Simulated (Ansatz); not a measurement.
Mulliken charges of CH4AsOPS (`C1O[AsH]PS1`) from r2SCAN/def2-TZVPP in Ansatz (PBE0-D4/def2-TZVP geometry).

```csv
atom,x (Å),y (Å),z (Å),charge (e)
C1,-0.085,1.069,0.516,0.136
O2,1.182,0.511,0.385,-0.396
As3,1.311,-1.218,-0.147,0.319
P4,-0.914,-1.425,-0.800,-0.060
S5,-1.197,0.648,-0.868,-0.163
H6,-0.572,0.753,1.445,0.075
H7,0.014,2.158,0.506,0.076
H8,1.724,-0.879,-1.581,-0.011
H9,-1.375,-1.663,0.527,0.024
```

**Question.** By hand: the dipole of these point charges (1 e Å = 4.8032 D).

**Answer.** Σ q r = (0.095, -0.275, 0.237) e Å, of length 0.375 e Å = 1.80 D.

**Question.** How does the dipole of the full density compare? (Best estimate.)

**Answer.** The calculation gave: (-0.004, -0.062, 0.194) e Å, 0.98 D; the point charges give 1.84 times that, at 35° from its direction.

Point charges leave out the atoms' own dipoles, such as those of lone pairs, and Mulliken's split depends on the basis, so the two needn't agree.
